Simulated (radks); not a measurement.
Spherical quantum dot in the effective-mass picture: electrons in a hard-walled sphere of radius 3.8, all in effective atomic units (hartree* = m*/eps^2 hartree, bohr* = eps/m* bohr), one dielectric constant everywhere. Method: non-relativistic Kohn-Sham, PBE, spin-polarised, spherical densities; computed with a radial shooting solver with Libxc functionals. Levels are named by radial order and angular momentum (1s, 1p, 1d, 2s, ...), and open shells are averaged over m. Results are scaled to m* = 0.121 and eps = 8.6, for which hartree* = 44.52 meV and bohr* = 3.761 nm.

N = 13, configuration 1s2 1p6 1d(up 5, down 0). This is the lowest configuration that the search found. Occupied and some empty levels:

| level | occupation | eigenvalue (meV) | <r> (nm) |
|---|---|---|---|
| 1s up | 1 | 208.95 | 9.154 |
| 1s down | 1 | 212.42 | 9.016 |
| 1p up | 3 | 218.08 | 9.652 |
| 1p down | 3 | 221.92 | 9.582 |
| 1d up | 5 | 233.16 | 10.05 |
| 1d down | 0 | 237.27 | 10.01 |
| 1f up | 0 | 253.34 | 10.37 |
| 1f down | 0 | 257.62 | 10.35 |
| 2s up | 0 | 261.63 | 6.554 |
| 2s down | 0 | 262.97 | 6.569 |
| 2p up | 0 | 288.71 | 7.545 |
| 2p down | 0 | 290.69 | 7.531 |

Energy (meV): total 1641.50, kinetic 532.54, external 0, Hartree 1332.7, exchange-correlation -223.79.
